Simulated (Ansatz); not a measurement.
`[F][Sn]([Cl])([Cl])[Br]` and `[Cl][Sn]([Cl])([Cl])[Br]` differ in one atom or group.

Ansatz, PBE0-D4/def2-TZVP geometries, multiplicity 1. 

Elements past krypton have def2 core potentials. Scalar relativity is left out up to krypton.

```
                                                                                  property  `[F][Sn]([Cl])([Cl])[Br]`
                                                     HOMO–LUMO gap (B3LYP/def2-TZVPP) / eV                       5.59
                                                      HOMO–LUMO gap (PBE0/def2-TZVPP) / eV                       6.18
ideal-gas entropy at 298 K and 1 bar (rigid rotor, harmonic PBE0-D4/def2-TZVP) / J/(mol·K)                        389
                                                     LUMO energy (ωB97M-V/def2-TZVPP) / eV                      -1.23
                                        size of the dipole moment (ωB97M-V/def2-TZVPP) / D                       1.38
                                                        HOMO energy (PBE0/def2-TZVPP) / eV                      -9.46
```

Give the same properties after the change, and the shifts. (An estimate is asked.)

The calculation gave: 
```tsv
property	`[Cl][Sn]([Cl])([Cl])[Br]`	shift
HOMO–LUMO gap (B3LYP/def2-TZVPP) / eV	5.47	-0.12
HOMO–LUMO gap (PBE0/def2-TZVPP) / eV	6.04	-0.14
ideal-gas entropy at 298 K and 1 bar (rigid rotor, harmonic PBE0-D4/def2-TZVP) / J/(mol·K)	391	2
LUMO energy (ωB97M-V/def2-TZVPP) / eV	-1.24	-0.01
size of the dipole moment (ωB97M-V/def2-TZVPP) / D	0.47	-0.91
HOMO energy (PBE0/def2-TZVPP) / eV	-9.30	0.16
```

Dipoles are sizes alone; their direction can turn.

B3LYP here is the variant with VWN-RPA as its local correlation; programs differ in this.

Spin–orbit coupling is left out; it splits and shifts lone-pair levels of the heavy atoms by tenths of an eV.
